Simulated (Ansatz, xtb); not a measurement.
# Relative energy of two structures of BrFInOSi

Structure X: `F[Si](Br)[O][In]`, a doublet. Structure Y: a doublet given by its coordinates. Both are isolated molecules in the gas phase, relaxed with PBE0-D3(BJ)/def2-SVP; the shapes shown needn't be the lowest conformers.

X (Å):

```xyz
5

Br   -2.0927   -1.4247    1.6740
F    -1.9768   -0.3496   -1.2733
In   -1.5283    1.9665    2.3947
O    -0.7718    1.2208    0.5512
Si   -0.9814   -0.2780    0.0105
```

Y (Å):

```xyz
5

Br   -2.8969   -2.0439    2.6184
F    -2.8312    1.8892    2.6096
In   -1.3136   -0.0812    2.4265
O    -1.5533    1.0626    0.6686
Si   -2.6060    2.2614    0.9424
```

Close contacts (Å): Br1–In3 2.53, F2–In3 2.49, F2–Si5 1.72, In3–O4 2.11, In3–Si5 3.06, O4–Si5 1.62.

Estimate which is lower in electronic energy at CCSD(T)/def2-SVP + ΔMP2/def2-TZVPP, and by roughly how much.

The CCSD(T)/def2-SVP + ΔMP2/def2-TZVPP calculation puts structure X lower, by 96.3 kJ/mol.

How the difference moves with the method:

| level | geometry | E(Y) − E(X) (kJ/mol) | departure from the last row (kJ/mol) | job, with rough time for the two |
| --- | --- | --- | --- | --- |
| PBE0-D3(BJ)/def2-SVP | PBE0-D3(BJ)/def2-SVP | +74.5 | −21.8 | optimisation, 4.3 min |
| HF/def2-SVP | PBE0-D3(BJ)/def2-SVP | +62.8 | −33.5 | part of the CCSD(T) run |
| MP2/def2-SVP | PBE0-D3(BJ)/def2-SVP | +44.7 | −51.6 | part of the CCSD(T) run |
| CCSD(T)/def2-SVP | PBE0-D3(BJ)/def2-SVP | +41.7 | −54.6 | single point |
| CCSD(T)/def2-SVP + ΔMP2/def2-TZVPP | PBE0-D3(BJ)/def2-SVP | +96.3 |  | single point, 2.5 min |

None of the levels shown reverses the order. The largest departure from CCSD(T)/def2-SVP + ΔMP2/def2-TZVPP is that of CCSD(T)/def2-SVP, 54.6 kJ/mol. Levels run at GFN2-xTB geometries aren't shown. The last row adds to CCSD(T) the change of the MP2 difference between the two basis sets, here +54.6 kJ/mol, a large step that makes the value less sure.

With harmonic frequencies from PBE0-D3(BJ)/def2-SVP (ideal gas, rigid rotor, one conformer each, 298.15 K, 1 atm): on the last row, ΔE + ΔZPE = +93.8 kJ/mol. A mode under 50 cm⁻¹ makes harmonic enthalpies and free energies unreliable, so none is given.

Open shells are spin-unrestricted. The correlated steps freeze 20 core orbitals; the filled d shell of Br and In is correlated, in a basis made for valence electrons. Atoms past krypton carry core potentials in the def2 sets and no spin–orbit term is included. Programs: Ansatz 0.2.0; the last row on 2 threads of Intel(R) Xeon(R) Platinum 8259CL CPU @ 2.50GHz (Skylake/Cascade Lake) on a shared host.
